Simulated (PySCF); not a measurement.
Start geometry of `C=C(Cl)BBN` from GFN2-xTB (Å):
```
atom  x, y, z in Å
C1     2.1047   -0.0616   -1.0707
C2     0.7733   -0.0032   -0.9079
Cl3   -0.1685    1.3964   -1.4771
B4    -0.3984   -0.7491   -0.3189
B5    -0.8876   -0.5345    1.2588
N6    -1.4947    0.6380    1.7133
H7     2.6587    0.7452   -1.5527
H8     2.6501   -0.8872   -0.7307
H9    -1.0234   -1.4242   -1.0533
H10   -0.7036   -1.3624    2.0963
H11   -1.6971    1.4159    1.1257
H12   -1.7739    0.7984    2.6731
```

**Question.** What comes out of this run: PBE0-D3(BJ)/def2-SVP geometry optimisation, gas phase (PySCF)?

**Answer.** 
```
atom  x, y, z in Å
C1     1.9884   -0.0573   -1.2658
C2     0.6933   -0.0157   -0.9810
Cl3   -0.3135    1.3871   -1.4488
B4    -0.4765   -0.7579   -0.2818
B5    -0.7898   -0.4978    1.3601
N6    -1.3369    0.6770    1.8631
H7     2.4978    0.7455   -1.8032
H8     2.5709   -0.9287   -0.9552
H9    -1.1546   -1.4781   -0.9834
H10   -0.5153   -1.3758    2.1579
H11   -1.5765    1.4647    1.2735
H12   -1.5164    0.8335    2.8464
```

The energy falls by 0.129 eV over 8 energy and gradient evaluations, the largest force component goes from 0.0375 to 3.4e-04 Eh/bohr, and the atoms move by 0.034 Å rms after alignment. The bond that changes most is C1–H8 (terminal =CH2 carbon to vinylic hydrogen), which lengthens by 0.047 Å. Bonds longer at the end by more than 0.005 Å: 7 of 11; shorter: 2. Among the angles that change most is B4–B5–H10, from 122.1° to 118.9°. Rotational constants go from 4147, 1938, 1498 to 4123, 1915, 1493 MHz. The orientation of the end geometry is arbitrary; only internal coordinates are fixed.

The run used 118 basis functions and 56 SCF cycles in all. Hardware: one thread of an Arm Neoverse V2, no GPU, shared host with 32 logical CPUs at a one-minute load of 20. Cost: 42 s of wall time, 0.48 GiB resident at most.

PBE0-D3(BJ)/def2-SVP frequencies: not computed here. One conformer, not necessarily the lowest.
